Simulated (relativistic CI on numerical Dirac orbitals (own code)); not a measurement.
**One change at a time: Pb LXXIV**

Base calculation: Dirac-Coulomb-Breit CI, separate exchange-only KLI orbitals for each configuration, model QED (radiative potential, 1s self-energy scaled to tabulated hydrogen-like ionisation energies), unscaled Slater integrals.

Configuration list (outside the closed core 1s2): 2s2.2p5, 2s.2p6, 2s2.2p4.3s, 2p6.3s, 2s2.2p4.3p, 2p6.3p, 2p6.3d, 2s2.2p4.3d, 2s.2p5.3s, 2s.2p5.3p, 2s.2p5.3d, 2s2.2p4.4s, 2s2.2p4.4p, 2s2.2p4.4d, 2s2.2p4.4f, 2s2.2p3.3s2. Levels of other configurations are missing.

The lowest level and the first level of each name with at least 55 % of one term (blank where a level has no safe partner in the second run):

```csv
Level,Base (eV),Shift (eV)
2s2.2p5 2P°_3/2,0.0,0.0
2s2.2p5 2P°_1/2,2245.6,-1.4
2s.2p6 2S_1/2,2810.8,+24.3
2s2.2p4.3s 4P_5/2,10413.1,-3.6
2s2.2p4.3s 2P_3/2,10425.9,-3.5
2s2.2p4.3s 2S_1/2,10489.4,-3.5
2s2.2p4.3p 2P°_1/2,10646.7,+3.7
2s2.2p4.3p 4D°_7/2,11209.3,+3.2
2s2.2p4.3d 2D_3/2,11450.9,+4.7
2s2.2p4.3d 4F_9/2,11521.0,+4.4
2s2.2p4.3d 2P_1/2,11537.4,+4.4
2s2.2p4.3s 4P_3/2,12671.4,-4.9
2s2.2p4.3s 2P_1/2,12682.7,-4.9
2s2.2p4.3s 2D_5/2,12691.5,-4.9
```

At this charge energies of transitions that change n are usually good to better than 1 %, and those within a shell (Δn = 0) to a few per cent.

Question: One thing was changed in a second run, which moved the levels as shown. Which?
A. non-relativistic limit
B. valence Slater integrals scaled by 0.9
C. QED terms removed
D. configuration mixing switched off
E. Breit term removed

Answer: C. QED terms removed. QED shifts follow the density of s (and p1/2) electrons at the nucleus, so configurations move by their count of such electrons; where none moves, the smaller shifts of p3/2 electrons and of j = l + 1/2 against j = l − 1/2 set the pattern.

LS names give the leading component of a level, which can be under half, so a name can repeat, a term be missing and a line seem to break the LS rules.
